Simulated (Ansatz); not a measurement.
Consider the formal exchange of groups at a Ge–O bond: `NB(F)[O][GeH3]` + `CC(F)CCl` → `F[CH]([GeH3])CCl` + `COB(N)F`.

Isolated molecules relaxed with PBE0-D4/def2-TZVP in Ansatz; ΔE leaves out vibrations. CBS: MP2 limit from def2 TZ/QZ plus the TZ coupled-cluster correction, frozen cores. This one scheme is used for every species. Functionals use def2-TZVPP. B3LYP here is the variant with VWN-RPA as its local correlation; programs differ in this. For Ge outer-core shells are correlated without core-valence functions, which leaves a few kJ/mol of doubt a bond. Scalar relativity is left out up to krypton. Each species was taken in one conformer, which may not be the lowest.

Question: Is it downhill or uphill in electronic energy at CCSD(T)/CBS, and by how much? (Best estimate.)

Answer: Ansatz gave: Uphill: ΔE = +32.0 kcal/mol.

Question: What do these levels give: r2SCAN-D4, PBE0-D4, B3LYP-D4, ωB97X-V, PBE, r2SCAN, PBE0, HF/def2-TZVPP, MP2/def2-TZVPP, SCS-MP2/def2-TZVPP, MP2/def2-QZVPP, CCSD/CBS(def2)? (Best estimate.)

Answer: The calculation gave: r2SCAN-D4 31.4, PBE0-D4 30.4, B3LYP-D4 30.6, ωB97X-V 31.9, PBE 28.7, r2SCAN 31.4, PBE0 30.4, HF/def2-TZVPP 35.2, MP2/def2-TZVPP 34.0, SCS-MP2/def2-TZVPP 33.8, MP2/def2-QZVPP 33.7, CCSD/CBS(def2) 32.3 kcal/mol.

Largest T1 diagnostic among the species: 0.012.

From PBE to PBE0 (25 % exact exchange), in def2-TZVPP and without D4, ΔE moves by +1.7 kcal/mol. In def2-TZVPP, CCSD(T) changes the Hartree–Fock value by −2.6 kcal/mol (the triples alone add −0.3 kcal/mol) and MP2 by −1.3 kcal/mol.
